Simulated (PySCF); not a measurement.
Caution: the highest occupied level lies above zero, a sign of self-interaction error and of too few diffuse functions.

Delta-SCF ions had no search for a lower state. 

Z-matrix (Å, degrees):
```
C
H 1 1.1078
H 1 1.1078 2 102.99
Cl 1 1.9119 2 99.45 3 102.08
```
Charge -1, spin multiplicity 1.

Task: Estimate the HOMO, vertical detachment energy (Delta-SCF) and total energy that PySCF with PBE0-D4/def2-TZVPD returns for this input.

Result: 
| Property | Result |
|---|---|
| HOMO | 0.69 eV |
| vertical detachment energy (Delta-SCF) | 1.43 eV |
| total energy | -499.2894 Ha |
